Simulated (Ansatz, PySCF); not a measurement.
C2H4BNO2. Atoms are numbered in the order given.

```xyz
10

N     -0.3162     2.5761     0.0000
C      0.3231     1.6081     0.0000
C      1.0053     0.3235     0.0000
B     -0.0331    -0.8987     0.0000
O     -1.3789    -0.7253     0.0000
O      0.4954    -2.1469     0.0000
H      1.6611     0.2413    -0.8832
H      1.6611     0.2413     0.8832
H     -1.6606     0.2007     0.0000
H     -0.1849    -2.8343     0.0000
```

Geometry: B3LYP-D3(BJ)/def2-SVP. Other conformers were not sampled.

Vertical ionisation energy (IE) and electron affinity (EA) in eV. Rows of orbital energies are one-electron estimates. Where ΔSCF, EOM or ADC give a negative EA the extra electron is unbound and the value depends on the basis.

```json
[
 {"level": "−ε(HOMO), −ε(LUMO), r2SCAN/def2-TZVP (PySCF)", "IE": "?", "EA": "?"},
 {"level": "−ε(HOMO), −ε(LUMO), PBE/def2-TZVP (PySCF)", "IE": "7.91", "EA": "0.54"},
 {"level": "ΔSCF, PBE0/def2-SVPD (Ansatz), final states of multiplicity 2 and 2", "IE": "11.64", "EA": "-0.76"},
 {"level": "ΔSCF, PBE/def2-SVPD (Ansatz), final states of multiplicity 2 and 2", "IE": "11.13", "EA": "-0.61"}
]
```

Question: Complete the blanks. (The exact figures need the calculation; the answer reports its results.)

Answer: 
- −ε(HOMO), −ε(LUMO), r2SCAN/def2-TZVP (PySCF), IE: 8.18
- −ε(HOMO), −ε(LUMO), r2SCAN/def2-TZVP (PySCF), EA: 0.24

Question: What vertical singlet–triplet gap does ΔSCF give with PBE0/def2-SVPD (Ansatz, a quantum-chemistry and plane-wave program) and with PBE/def2-SVPD (Ansatz)? (The exact figures need the calculation; the answer reports its results.)

Answer: 6.53 and 6.67 eV (triplet above singlet where positive).
